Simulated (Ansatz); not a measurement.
Total energies of C₂H₈BN.

Cartesian coordinates in Å:
```
B -0.1571 1.9420 0.2698
C -0.3562 0.4866 -0.2152
N 0.3425 -0.5307 0.1864
C 0.2054 -1.9106 -0.2209
H 0.0179 2.6068 -0.7418
H 0.7508 2.0147 1.0789
H -1.1222 0.2136 -0.9464
H -1.2458 2.2883 0.7082
H 1.0634 -0.3145 0.8658
H -0.6011 -1.9876 -0.9485
H -0.0292 -2.5408 0.6395
H 1.1316 -2.2678 -0.6758
```

Charge 0, multiplicity 1. The bonds changed during the relaxation, so this is another structure than the one it started from. All single points use the PBE0-D4/def2-TZVP geometry. It is one conformer, not always the lowest. Basis def2-TZVPP, Ansatz.

RPA on PBE orbitals: Hartree–Fock energy of these orbitals -159.49098 Eh, correlation -1.16090 Eh (frozen core).

```tsv
functional	energy without D4 (Eh)	D4 term (kJ/mol)
LDA (SPW92)	-159.13774	–
PBE	-160.42242	-17.1
revPBE	-160.60146	-62.1
BLYP	-160.56774	-38.7
r2SCAN	-160.54649	-4.4
B97M-V	-160.65046	–
PBE0	-160.44524	-14.2
B3LYP	-160.66476	-27.2
r2SCANh	-160.53934	-4.5
r2SCAN0	-160.52962	-5.0
HSE06 (plane-wave form)	-160.43518	-13.1
BHLYP	-160.54681	-18.4
CAM-B3LYP	-160.55697	-14.1
LC-ωPBE	-160.54223	–
ωB97X-V	-160.59835	–
ωB97M-V	-160.55359	–
B2PLYP	-160.49424	–
PBE-QIDH	-160.41764	–
```

B3LYP takes the VWN-RPA correlation (the form of Gaussian; ORCA's B3LYP/G). HSE06 is the plane-wave form, built on full-range PBE exchange. The double hybrids freeze the cores in their second-order part.

LC-ωPBE has ω = 0.4 bohr⁻¹.
